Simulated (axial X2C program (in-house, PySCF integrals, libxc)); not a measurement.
# Outer orbitals of TaBr at 2.431 Å, PBE0

Computed with an in-house all-electron X2C program for linear molecules (integrals from PySCF). Spin-free means the one-electron spin-free X2C Hamiltonian; two-component (2c) means X2C with spin–orbit coupling and atomic mean-field two-electron Coulomb and Gaunt terms, so the difference of the two also holds small scalar two-electron terms. Basis: Ta dyall-v3z [13s14p9d7f2g], Br dyall-v3z [8s9p6d1f] (cores contracted in-house); Gaussian nuclei, density fitting, unrestricted open shells. Masses: Ta 180.948 u, Br 78.918 u.

The distance is close to the 2c PBE0 minimum; the highest filled and lowest empty levels are listed.

Spin-free orbitals, state M_S = 2, Λ = 1 (beyond evenly filled blocks: σα, π+α, δ+α, δ-α) (Löwdin shares):

```
symmetry  occupied  ε (eV)              atomic character
     π-α       yes  -28.17                     100% Ta f
     δ+α       yes  -28.12                     100% Ta f
     δ-α       yes  -28.07                     100% Ta f
      σβ       yes  -28.01                     100% Ta f
     π+β       yes  -27.96                     100% Ta f
     π-β       yes  -27.96                     100% Ta f
     φ+α       yes  -27.93                     100% Ta f
     φ-α       yes  -27.92                     100% Ta f
     δ+β       yes  -27.82                     100% Ta f
     δ-β       yes  -27.82                     100% Ta f
     φ-β       yes  -27.61                     100% Ta f
     φ+β       yes  -27.61                     100% Ta f
      σβ       yes  -21.63    74% Br s, 8% Ta d, 8% Ta p
      σα       yes  -21.62    74% Br s, 8% Ta d, 8% Ta p
      σα       yes   -9.88  74% Br p, 10% Ta s, 10% Ta d
      σβ       yes   -9.66    78% Br p, 9% Ta d, 7% Ta s
     π+α       yes   -8.77   72% Br p, 18% Ta d, 4% Ta f
     π-α       yes   -8.59   75% Br p, 13% Ta d, 5% Ta f
     π+β       yes   -8.52    79% Br p, 9% Ta d, 5% Ta f
     π-β       yes   -8.52    79% Br p, 9% Ta d, 5% Ta f
      σα       yes   -6.27   67% Ta s, 24% Ta d, 6% Ta p
     δ+α       yes   -5.29                     100% Ta d
     δ-α       yes   -5.19                     100% Ta d
     π+α       yes   -5.01   78% Ta d, 10% Br p, 7% Ta p
     π-α        no   -2.70   79% Ta d, 11% Ta p, 5% Br p
      σβ        no   -2.28   80% Ta s, 10% Ta p, 5% Ta d
      σα        no   -2.27   48% Ta d, 37% Ta p, 8% Br p
      σβ        no   -0.93   60% Ta d, 30% Ta p, 6% Br p
```

Spinors with spin–orbit coupling (state Ω = 1):

```csv
ω,occupied,ε (eV),atomic character,λ mixture
1/2,yes,-27.30,100% Ta f,"50% σ, 50% π"
-1/2,yes,-27.29,100% Ta f,"62% σ, 38% π"
3/2,yes,-27.26,100% Ta f,"63% π, 37% δ"
-3/2,yes,-27.20,100% Ta f,"75% π, 25% δ"
5/2,yes,-27.20,100% Ta f,"78% δ, 22% φ"
7/2,yes,-27.14,100% Ta f,100% φ
-5/2,yes,-27.04,100% Ta f,"87% δ, 13% φ"
-7/2,yes,-26.82,100% Ta f,100% φ
-1/2,yes,-21.65,"74% Br s, 8% Ta d, 8% Ta p",100% σ
1/2,yes,-21.64,"74% Br s, 8% Ta d, 8% Ta p",100% σ
1/2,yes,-9.91,"74% Br p, 10% Ta s, 9% Ta d","98% σ, 2% π"
-1/2,yes,-9.70,"78% Br p, 9% Ta d, 6% Ta s","97% σ, 3% π"
-1/2,yes,-8.91,"72% Br p, 18% Ta d, 4% Ta f","97% π, 3% σ"
1/2,yes,-8.67,"79% Br p, 9% Ta d, 5% Ta f","98% π, 2% σ"
3/2,yes,-8.44,"75% Br p, 14% Ta d, 5% Ta f",100% π
-3/2,yes,-8.38,"78% Br p, 10% Ta d, 5% Ta f",100% π
1/2,yes,-6.25,"67% Ta s, 24% Ta d, 6% Ta p",100% σ
-3/2,yes,-5.51,100% Ta d,"99% δ, 1% π"
-1/2,yes,-5.14,"78% Ta d, 9% Br p, 8% Ta p","98% π, 2% σ"
5/2,yes,-4.94,100% Ta d,100% δ
3/2,no,-2.57,"78% Ta d, 11% Ta p, 6% Br p","99% π, 1% δ"
-1/2,no,-2.31,"79% Ta s, 12% Ta p, 5% Ta d","99% σ, 1% π"
1/2,no,-2.26,"48% Ta d, 37% Ta p, 8% Br p","98% σ, 2% π"
-1/2,no,-1.05,"69% Ta p, 20% Ta d, 4% Br p","77% π, 23% σ"
```

Task: How does the gap between the highest filled and lowest empty level change from the spin-free to the 2c table?

Result: From 2.31 to 2.37 eV at PBE0, a change of 0.06 eV.

Mulliken charges and populations of the two-component result (they depend on the basis, above all on diffuse functions):

Ta 0.20 e (s 10.94 p 24.22 d 23.59 f 14.05 g 0.01), Br -0.20 e (s 7.93 p 17.23 d 10.03). ⟨Lz⟩ = -0.97 ħ and ⟨Sz⟩ = 1.97 ħ (1.99 and -0.02 on the two atoms), which add up to Ω.

One determinant describes the state; a PBE0 search over occupations chose it and may have missed a lower one. Density functionals use the spin component along the axis (collinear). Other states lie close and PBE0, whose exact exchange favours high spin, may order them wrongly; the determinant shown need not be the ground state. The nearest other spin-free determinant of the search, M_S = 1, Λ = 0, lies 0.19 eV up at the distance of the search. The functionals have no current-density term, which raises determinants with orbital currents, atoms included. With several unpaired electrons one determinant need not be a pure state. Open-shell Ω = 0 determinants with evenly filled partner blocks cannot be reached by this program, so the Ω shown need not be the lowest component.
